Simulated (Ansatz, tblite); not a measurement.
Removing and adding an electron: `C[Si](C)(C)C#Cc1ccc(-c2ccc(-c3ccc(-c4ccc(-c5ccc(-c6ccc(C#C[Si](C)(C)C)s6)s5)s4)s3)s2)s1`. Total charge 0; singlet. Geometry: PBE-D4/def2-SVP. Ansatz, gas phase; energy differences of separate SCF runs; the oxidised species was run as a doublet alone; the reduced species was run as a doublet alone.

```xyz
72

C     0.355  -15.829   -1.343
Si    0.094  -14.871   -2.952
C    -1.512  -15.417   -3.788
C     1.564  -15.115   -4.115
C    -0.038  -13.072   -2.551
C    -0.139  -11.870   -2.271
C    -0.247  -10.503   -1.959
C    -1.217   -9.847   -1.193
C    -1.003   -8.454   -1.092
C     0.132   -8.010   -1.777
C     0.651   -6.671   -1.895
C     1.755   -6.210   -2.619
C     1.971   -4.820   -2.498
C     1.036   -4.179   -1.679
C     0.956   -2.782   -1.339
C     1.648   -1.710   -1.912
C     1.339   -0.463   -1.326
C     0.402   -0.545   -0.291
C    -0.140    0.502    0.531
C    -1.034    0.414    1.603
C    -1.342    1.661    2.189
C    -0.690    2.739    1.582
C    -0.761    4.135    1.928
C    -1.308    4.716    3.076
C    -1.211    6.125    3.095
C    -0.585    6.659    1.965
C    -0.307    8.035    1.641
C     0.261    8.566    0.478
C     0.386    9.972    0.500
C    -0.082   10.553    1.683
C    -0.115   11.909    2.054
C    -0.146   13.101    2.388
Si   -0.175   14.886    2.866
C     1.153   15.783    1.863
C     0.187   15.016    4.717
C    -1.885   15.594    2.480
S    -0.683    9.313    2.776
S    -0.126    5.374    0.864
S     0.321    2.174    0.266
S    -0.088   -2.212   -0.051
S    -0.127   -5.338   -1.064
S     0.943   -9.353   -2.553
H     0.432  -16.917   -1.546
H     1.286  -15.506   -0.835
H    -0.490  -15.668   -0.644
H    -1.680  -14.857   -4.730
H    -2.384  -15.241   -3.126
H    -1.477  -16.499   -4.031
H     1.432  -14.535   -5.051
H     2.509  -14.784   -3.638
H     1.671  -16.186   -4.385
H    -2.053  -10.385   -0.729
H    -1.662   -7.772   -0.536
H     2.389   -6.879   -3.216
H     2.801   -4.285   -2.979
H     2.350   -1.837   -2.747
H     1.784    0.490   -1.644
H    -1.451   -0.544    1.945
H    -2.037    1.787    3.030
H    -1.750    4.122    3.887
H    -1.581    6.754    3.917
H     0.569    7.936   -0.369
H     0.804   10.574   -0.317
H     0.963   15.682    0.775
H     2.159   15.368    2.075
H     1.165   16.864    2.111
H     0.184   16.078    5.040
H    -0.576   14.474    5.311
H     1.179   14.585    4.960
H    -1.933   16.669    2.752
H    -2.119   15.500    1.400
H    -2.674   15.059    3.047
```

The xTB rows come from tblite. Single mean-field runs in def2-SVP are fitted with def2-universal-jkfit.

(1) Estimate orbital energies and vertical ionisation energies and electron affinities at: GFN1-xTB; GFN2-xTB; PBE-D4/def2-SVP; revPBE-D4/def2-SVP; PBE0-D4/def2-SVP.

Results:

(1) 
```csv
level,−HOMO (eV),vertical IE (eV),−LUMO (eV),vertical EA (eV),HOMO–LUMO gap (eV),IE − EA (eV)
GFN1-xTB,10.23,11.47,8.83,7.58,1.40,3.89
GFN2-xTB,9.53,10.76,8.17,6.93,1.37,3.83
PBE-D4/def2-SVP,4.46,5.73,3.02,1.86,1.44,3.87
revPBE-D4/def2-SVP,4.41,5.77,2.97,1.90,1.44,3.87
PBE0-D4/def2-SVP,5.21,6.08,2.57,1.77,2.64,4.31
```

 Raw xTB energy differences between charge states are shifted by several eV; the methods need an empirical correction for them. Sets without diffuse functions give affinities that are too small.
